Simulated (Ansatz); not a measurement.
Born–Oppenheimer molecular dynamics of C2H8ClNSi (13 atoms, charge 0, multiplicity 1). It goes on from the last frame of an earlier run, with new velocities.

These are results of RKS BLYP/6-31G in Ansatz 0.2.0, not measurements.

```
ensemble        : NVT, Langevin thermostat
time step       : 0.5 fs
steps asked     : 166
set temperature : 700 K
friction        : 0.05 /fs
seed            : 621661
```

First frame:

```xyz
13
Properties=species:S:1:pos:R:3
Si -0.147 -0.070 -0.006
N -0.032 0.193 1.786
C -1.239 0.080 2.622
H -2.146 0.112 1.986
H -1.200 -0.787 3.234
H -1.448 1.027 3.126
C 1.236 0.074 2.576
H 1.210 -0.831 3.223
H 2.105 0.034 1.857
H 1.372 0.929 3.264
H 1.024 0.607 -0.725
H -1.581 0.311 -0.248
Cl 0.197 -2.192 -0.774
```

Problem. What does the run give?

Solution. The run went to its last step.

```json
{"steps done": "166", "time covered": "83 fs", "mean temperature over the second half": "620 K", "spread of the potential energy over the second half": "9.5 meV per atom", "mean potential energy of the second half above the start": "40.1 meV per atom"}
```

The mean temperature of the second half is 11 % below the set value. A run of 0.083 ps of so small a system gives no equilibrium averages. Limits of this set-up: no polarisation functions.

Problem. What happens to the structure?

Solution. The same pairs are bonded in the first frame and the last. Pairs count as bonded within 1.25 times the sum of covalent radii (0.12 Å more for H–H). The details hang on the random start.

Problem. How do temperature and energy run in time?

Solution. 
```
time (fs)  T (K)  potential energy less start (eV)
        0    646                             0.000
      2.5    597                             0.258
        5    691                             0.166
      7.5    621                             0.477
       10    524                             0.533
     12.5    623                             0.271
       15    485                             0.484
     17.5    627                             0.322
       20    467                             0.609
     22.5    770                             0.317
       25    671                             0.285
     27.5    493                             0.470
       30    603                             0.459
     32.5    450                             0.584
       35    428                             0.643
     37.5    635                             0.430
       40    757                             0.336
     42.5    629                             0.551
       45    445                             0.706
     47.5    515                             0.510
       50    582                             0.586
     52.5    768                             0.404
       55    677                             0.422
     57.5    587                             0.505
       60    574                             0.495
     62.5    514                             0.631
       65    651                             0.332
     67.5    490                             0.758
       70    741                             0.429
     72.5    516                             0.557
       75    504                             0.523
     77.5    655                             0.663
       80    727                             0.482
     82.5    806                             0.388
```

Time of the run: 11 min on 1 thread of Arm Neoverse V2 (shared host), peak memory 0.12 GiB.
